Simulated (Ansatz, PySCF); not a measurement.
The pair A = H2S (SMILES S) (first 3 atoms), B = CH2O2 (SMILES O=CO); geometry from B3LYP-D3(BJ)/def2-TZVP.
(charge 0, multiplicity 1):
```xyz
8

S      0.17159     0.50637    -0.42564
H      0.09049    -0.71358     0.13820
H     -1.15546     0.57070    -0.62406
O     -0.20787    -1.39423     2.45421
C     -0.22292    -0.46165     3.21363
O     -0.10716     0.82344     2.87770
H     -0.33682    -0.55660     4.30164
H     -0.00523     0.89422     1.90147
```

Rows in 6-31G* carry no dispersion term and start afresh at each structure (6-31G* with six Cartesian d functions). MP2/6-31G* freezes PySCF's default core.

Run with Ansatz (Gaussian basis) for Hartree–Fock, density functionals and correlated methods; PySCF for 6-31G* rows. Values without a source in brackets are computed.

Total energies (hartree), monomers frozen at their geometry in the pair:

```csv
structure,HF/6-31G*,HF/aug-cc-pV(D+d)Z,MP2/6-31G*
AB,-587.4316619,-587.5029973,-588.0380845
A in the pair's basis,-398.6673474,-398.7025566,-398.7898129
B in the pair's basis,-188.7616076,-188.7968682,-189.2436300
A,-398.6668641,-398.7021772,-398.7883681
B,-188.7600983,-188.7966836,-189.2410199
```

Task: Work out the interaction energy without and with the counterpoise correction, and the superposition error, for each level.

Result: 
E(AB) − E(A) − E(B), times 627.509 kcal/mol, with the monomers in their own basis and then in the pair's basis:
- HF/6-31G*: -2.95 uncorrected, -1.70 corrected; the monomers gain 1.25 kcal/mol from borrowed functions
- HF/aug-cc-pV(D+d)Z: -2.60 uncorrected, -2.24 corrected; the monomers gain 0.35 kcal/mol from borrowed functions
- MP2/6-31G*: -5.46 uncorrected, -2.91 corrected; the monomers gain 2.54 kcal/mol from borrowed functions

Ansatz is a first-principles code.
